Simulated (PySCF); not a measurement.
Calculated NMR parameters of FCC(F)(F)C(F)(F)F

```
Formula                               : C3H2F6
SMILES                                : FCC(F)(F)C(F)(F)F
Point group of the computed structure : C1
Degrees of unsaturation               : 0
Carbon signals                        : 3
Proton signals                        : 1
```

Atoms are numbered as in `[F:1][CH2:2][C:3]([F:4])([F:5])[C:6]([F:7])([F:8])[F:9]`. Each H is labelled by its parent atom.

PySCF calculation with shielding tensors at B97-2/pcSseg-2 (GIAO) and geometry: PBE0-D3(BJ)/def2-TZVP; single conformer, one averaged value for each set of equivalent atoms, no relativistic terms, no solvent model.

Shifts are taken against calculated references (same method and geometry level): ¹H (σ = 31.64 ppm) and ¹³C (σ = 185.38 ppm) against TMS; CFCl3 for ¹⁹F (σ = 175.98 ppm).

| carbon | δC, type | δH (multiplicity) | HMBC from (2–3 bonds) | span of the C tensor (ppm) |
| --- | --- | --- | --- | --- |
| C2 | 83.3, CH2 | 4.64 (m) | – | 78 |
| C3 | 120.4, C | – | H(C2) | 29 |
| C6 | 130.2, C | – | H(C2) | 18 |

Other nuclei:
| atoms | nucleus | environment | δ (ppm) | σ (ppm) |
| --- | --- | --- | --- | --- |
| F7/F8/F9 | ¹⁹F | fluorine of a CF3 group | -94.6 | 270.6 |
| F4/F5 | ¹⁹F | fluorine of a CF2 group | -141.2 | 317.2 |
| F1 | ¹⁹F | fluorine on an sp3 carbon | -255.7 | 431.7 |

Carbon types of the structure: 2 × C, 1 × CH2, which accounts for all hydrogens. δC 130.2: CF3 carbon; 3 electronegative neighbours deshield it. δC 120.4: fully substituted sp3 carbon bonded to 2 F; 2 electronegative neighbours deshield it. δC 83.3: sp3 CH2 bonded to F; pulled downfield by the heteroatom. δH 4.64: hydrogen on an sp3 CH2 bonded to F; its carbon carries F, hence the downfield position.

Splittings by ¹⁹F in the carbon and heteronuclear signals aren't shown, as no couplings were computed. Shifts are as computed. Against solution values, carbons near 30 ppm lie about +3 ppm off and those near 130 ppm about +7 ppm. Of 1211 compounds with measured shifts, 218 miss one by over three times the rms of a fit or turn the order of signals round; such compounds aren't used in these exercises. Unscaled 19F shifts against computed CFCl3 carry errors that often reach 10 to 50 ppm.
